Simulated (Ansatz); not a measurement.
Coupled-cluster run, `[CH3][GeH][SeH]` radical.

```yaml
crystal:
  periodic: [false, false, false]
  atoms:
    - {symbol: C, position_ang: [-0.770571, 0.590676, -0.592002]}
    - {symbol: Ge, position_ang: [0.892844, -0.452405, -0.468397]}
    - {symbol: Se, position_ang: [1.218245, -1.237078, 1.735170]}
    - {symbol: H, position_ang: [-0.719451, 1.426328, 0.108492]}
    - {symbol: H, position_ang: [-1.627276, -0.035772, -0.345309]}
    - {symbol: H, position_ang: [-0.886646, 0.972986, -1.607057]}
    - {symbol: H, position_ang: [2.130867, 0.452727, -0.712256]}
    - {symbol: H, position_ang: [-0.145913, -1.774561, 1.825558]}
basis:
  gaussian: {orbitals: def2-SVP}
magnetization: {spin_polarized: true, initial_magnetization: 1}
correlation: {method: ccsd_t}
scf: {omitted_lower_state_checks: [cluster_reference]}
```

```sh
$ ansatz run in.yaml --threads 4 --pin off --events-out ev --progress --plain --max-ram 10444MiB
```

Output of Ansatz, abridged:

```
Functional definition: HF
  name "HF"
  cite "Fock, Z. Phys. 61, 126 (1930) doi:10.1007/BF01340294"
  parent pbe
  exchange = exact_x
  correlation = 0
these checks for a lower state are left out or cut short: cluster_reference
1030 factors; integrals over basis functions are off by at most 1.3e-3 eV
mean field evaluation 1: about -122868.4075 eV, gradient 1.6e1 eV
mean field evaluation 2: about -122868.4274 eV, gradient 1.6e1 eV
mean field evaluation 4: about -122870.2895 eV, gradient 2.1e0 eV
mean field evaluation 8: about -122870.3545 eV, gradient 1.5e-1 eV
mean field -122870.35546370 eV, -4515.4022787726 hartree, gradient 5.2e-6 eV, S^2 0.756023; 0 other end points of the search recorded, 0 dependent functions left out
19 core orbitals not correlated: weight in the atoms' cores, before any rotation towards them, 1.000 or more for the frozen orbitals, at most 0.000 for the correlated occupied ones
reference -122870.35546370 eV, -4515.4022787726 hartree; 20, 19 occupied and 64, 65 virtual orbitals, 1030 factors
second order -16.28774071 eV of doubles, -0.00000000 eV of singles
cycle   1  -16.40628898 eV  change   -1.2e-1 eV  update   9.0e-2
cycle   2  -16.90445319 eV  change   -5.0e-1 eV  update   2.9e-2
cycle   3  -16.96344686 eV  change   -5.9e-2 eV  update   1.4e-2
cycle   4  -16.95895732 eV  change    4.5e-3 eV  update   5.6e-3
cycle   5  -16.96033108 eV  change   -1.4e-3 eV  update   3.0e-3
cycle   6  -16.95897776 eV  change    1.4e-3 eV  update   1.4e-3
cycle   7  -16.95945214 eV  change   -4.7e-4 eV  update   4.9e-4
cycle   8  -16.95956644 eV  change   -1.1e-4 eV  update   1.6e-4
cycle   9  -16.95954918 eV  change    1.7e-5 eV  update   6.2e-5
cycle  10  -16.95954064 eV  change    8.5e-6 eV  update   2.4e-5
perturbative correction -0.48525744 eV, -0.0178328820 hartree
Total energy: -122887.80026178 eV, -4516.0433632776 hartree
Checks for a lower state left out: cluster_reference
```

Hardware: 4 threads of an Arm Neoverse V1 on a shared host. Wall time 20 s, peak host memory 0.91 GiB.

Correlation energy per correlated electron: -0.447 eV. T1 diagnostic: 0.0110.
